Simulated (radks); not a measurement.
The nuclear charge of the nitrogen ion N2+ is varied continuously with 5 electrons held in [He] 2s2 2p1. All-electron calculation, Dirac Kohn-Sham, PBE, spin-unpolarised, spherical densities, finite nucleus; open shells are shared between the two j in proportion to 2j + 1; Fermi nuclear charge, rms radius 2.5582 fm. Program: a radial shooting solver on a logarithmic mesh with Libxc functionals. By the Hellmann-Feynman theorem dE/dZ = E(electron-nucleus)/Z, the electronic potential at the nucleus (averaged over a nucleus of fixed radius).

| Z | E (hartree) | E(electron-nucleus)/Z (hartree) | HOMO | e(HOMO) (eV) | <r> HOMO (bohr) |
|---|---|---|---|---|---|
| 6 | -37.36566 | -14.1457 | 2p3/2 | -17.000 | 1.505 |
| 6.5 | -44.78402 | -15.5276 | 2p3/2 | -26.378 | 1.295 |
| 7 | -52.89322 | -16.9092 | 2p3/2 | -37.501 | 1.138 |
| 7.5 | -61.69321 | -18.2908 | 2p3/2 | -50.356 | 1.017 |
| 8 | -71.18411 | -19.6729 | 2p3/2 | -64.935 | 0.9199 |

The central difference of E at Z = 7 is -16.909 hartree, to compare with the third column; the second derivative is -2.76 hartree.
